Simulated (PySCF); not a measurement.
# How the method changes the shape and vibrations of BGeH2NO

All numbers below are calculated, not measured. The program is PySCF 2.14.0, an open-source quantum chemistry code, run on an isolated molecule that a program drew, which may never have been made. The molecule is BGeH2NO (charge 0, singlet), drawn as the SMILES string `O=B[NH][GeH]`.

The geometry was optimised and harmonic frequencies were computed with HF and MP2, all in the cc-pVDZ basis, for the commonest isotopes, with a restricted reference for singlets and an unrestricted one otherwise, and a frozen core in MP2. Germanium has the cc-pVDZ-PP basis, with a core potential (ECP10MDF) in place of its 10 inner electrons, and its 3s, 3p and 3d shells are frozen in MP2. Each result is a local minimum of its method.

Geometry at the HF minimum:
```xyz
6
BGeH2NO, angstrom
O    -1.5532    1.3233    0.0568
B    -0.6733    0.5500   -0.1873
N     0.3534   -0.3473   -0.4723
Ge    2.0805    0.0505   -1.0605
H     0.1245   -1.3165   -0.3418
H     1.8209    1.6097   -1.0649
```

Lengths of the bonds as drawn, in Å (atoms numbered as above):
| bond | HF | MP2 |
|---|---|---|
| O1-B2 | 1.197 | 1.228 |
| B2-N3 | 1.393 | 1.412 |
| N3-Ge4 | 1.867 | 1.881 |
| N3-H5 | 1.004 | 1.020 |
| Ge4-H6 | 1.581 | 1.590 |

Rotational constants, in GHz:
```
constant     HF    MP2
       A  30.65  28.57
       B  1.906   1.89
       C  1.795  1.773
```

Harmonic frequencies in cm^-1, each column in rising order, so a row needn't be the same motion in every method:
| rank | HF | MP2 |
|---|---|---|
| 1 | 150 | 137 |
| 2 | 225 | 218 |
| 3 | 478 | 444 |
| 4 | 582 | 507 |
| 5 | 641 | 598 |
| 6 | 650 | 653 |
| 7 | 886 | 832 |
| 8 | 1058 | 988 |
| 9 | 1336 | ? |
| 10 | 2024 | 1974 |
| 11 | 2161 | 2003 |
| 12 | 3797 | 3617 |

**Estimate the missing MP2 frequency from the HF column.**

A single factor s that minimises the squared misfit of MP2 against s times HF over the other rows is sum(HF x MP2) / sum(HF^2) = 0.9497, with an rms misfit of 29 cm^-1. For rank 9 it gives 0.9497 x 1336 = 1269 cm^-1. The calculation gives 1216 cm^-1, 53 cm^-1 below the estimate. The drawn bonds are on average 1.4 % longer in MP2 than in HF.
